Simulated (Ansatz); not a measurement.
```yaml
crystal:
  periodic: [false, false, false]
  atoms:
    - {symbol: F, position_ang: [-1.817439, 0.016822, -1.615681]}
    - {symbol: C, position_ang: [-0.535525, 0.299139, -1.111142]}
    - {symbol: C, position_ang: [-0.471924, -0.273542, 0.266541]}
    - {symbol: F, position_ang: [-0.642422, -1.603995, 0.148769]}
    - {symbol: F, position_ang: [-1.300323, 0.235793, 1.071857]}
    - {symbol: C, position_ang: [1.018061, -0.040621, 0.828572]}
    - {symbol: F, position_ang: [1.063111, -0.542433, 2.098474]}
    - {symbol: F, position_ang: [1.169189, 1.230984, 0.983754]}
    - {symbol: F, position_ang: [1.928279, -0.609773, 0.122049]}
    - {symbol: H, position_ang: [0.207615, -0.191800, -1.812091]}
    - {symbol: H, position_ang: [-0.428498, 1.368306, -1.096968]}
basis:
  gaussian: {orbitals: def2-TZVPD, point_charges: [{charge: -1.00, position_ang: [6.129, -0.541, 0.536]}]}
hamiltonian: {xc: {name: wB97M-V}, dispersion: d4}
accuracy: high
```

```sh
$ ansatz run in.yaml --threads 2 --pin off --events-out ev --progress --plain --max-ram 32768MiB --backend cuda --devices 0, --max-vram 18GiB
```

How does Ansatz answer? (Estimate.)

Computed: The program refused the input.
```
Error: invalid value for `hamiltonian.dispersion`: no damping is tabulated for this functional; type it, or the functional that lends it
```
